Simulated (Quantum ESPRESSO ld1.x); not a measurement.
All-electron atom: a nucleus of charge 7.3 with 7 electrons in [He] 2s2 2p3.

All-electron calculation, Dirac Kohn-Sham, relativistic LDA (MacDonald-Vosko exchange, VWN5 correlation), spin-unpolarised, spherical densities, point nucleus; open shells are shared between the two j in proportion to 2j + 1. Program: ld1.x of Quantum ESPRESSO 7.5.

Energy parts (Ry):
total: -119.312
kinetic: 118.797
electron-nucleus: -280.327
Hartree: 55.188
exchange-correlation: -12.970

Orbitals (lengths in bohr, moments of r in powers of bohr; <r^-3> diverges for s and p1/2; r(90%) holds 90 % of the orbital's charge):
| orbital | occ. | eigenvalue (Ry) | r(90%) | <r^-3> | small-component weight |
|---|---|---|---|---|---|
| 1s1/2 | 2 | -31.0680 | 0.397 | - | 6.32e-04 |
| 2s1/2 | 2 | -1.7579 | 2.00 | - | 7.13e-05 |
| 2p1/2 | 1 | -0.8589 | 2.32 | - | 5.76e-05 |
| 2p3/2 | 2 | -0.8571 | 2.33 | 3.920 | 5.75e-05 |

The highest occupied level is 2p3/2 at -11.661 eV. Summed over all electrons, <r^2> = 10.95 bohr^2, which gives a Langevin (diamagnetic) susceptibility term of -8.67 x 10^-6 cm^3/mol. The density falls to 0.001 e/bohr^3 at r = 3.27 bohr.
